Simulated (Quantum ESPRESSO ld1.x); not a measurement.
Tc XXXV, configuration [He] 2s1 2p6 (not the ground configuration). Calculated with ld1.x of Quantum ESPRESSO 7.5: Dirac Kohn-Sham, PW91, spin-unpolarised, spherical densities, point nucleus.

Radial electron density D(r) = 4 pi r^2 rho(r):

r (bohr)  D(r) (e/bohr)
0.003048          5.915
0.003355          6.913
0.003693          8.058
0.004066          9.366
0.004475          10.85
0.004926          12.53
0.005422          14.41
0.005969          16.50
0.00657           18.81
0.007232          21.33
0.007961          24.06
0.008763          26.97
0.009646          30.02
0.01062           33.18
0.01169           36.38
0.01287           39.55
0.01416           42.58
0.01559           45.39
0.01716           47.85
0.01889           49.86
0.02079           51.32
0.02289           52.16
0.02519           52.33
0.02773           51.85
0.03053           50.79
0.0336            49.30
0.03699           47.56
0.04071           45.83
0.04482           44.39
0.04933           43.50
0.0543            43.36
0.05977           44.07
0.0658            45.56
0.07243           47.63
0.07972           49.90
0.08776           51.87
0.0966            52.99
0.1063            52.78
0.117             50.89
0.1288            47.21
0.1418            41.92
0.1561            35.43
0.1718            28.36
0.1892            21.38
0.2082            15.09
0.2292            9.913
0.2523            6.016
0.2777            3.349
0.3057            1.696
0.3365           0.7741
0.3704           0.3146
0.4077           0.1124
0.4488          0.03490
0.494          0.009295

D(r) has 2 maxima, at r = 0.0246, 0.0997 bohr, and minima at 0.0526 bohr, inside which lie 2.13 electrons.
